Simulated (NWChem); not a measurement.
Molecule: C4H7F; SMILES C[C@H]1C[C@@H]1F

All runs: NWChem. Pople sets run with spherical d functions. Coordinates come from a B3LYP/6-31G* (spherical d) optimisation.

Q: Estimate the computed values for PBE/6-31G*. Quantities: highest occupied level (eV); orbital gap (eV); dipole (D).

A: 
| Property | Value |
|---|---|
| highest occupied level (eV) | -6.06 |
| orbital gap (eV) | 7.72 |
| dipole (D) | 1.50 |
